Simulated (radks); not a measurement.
Results of a calculation; reference values are marked as such.
Valence configurations of C+ (all share [He]). Level of theory: scalar-relativistic Kohn-Sham, PBE, spin-polarised, spherical densities, point nucleus; open shells are filled with parallel spins first (a radial shooting solver on a logarithmic mesh with Libxc functionals). Energies are relative to 2s2 2p1; eigenvalues in eV for spin up.

valence,E (eV),moment (Bohr magnetons),e(2p),e(2s)
2s2 2p1,0.000,1,-17.727,-26.508
2s1.5 2p1.5,2.991,2,-18.302,-27.141
2s1 2p2,4.817,3,-18.658,-27.537
2p3,13.665,3,-18.698,-

NIST lists [He] 2s2 2p1 as the ground configuration; this level of theory agrees among the configurations tried. The energies are those of spherical high-spin densities, not of single terms.
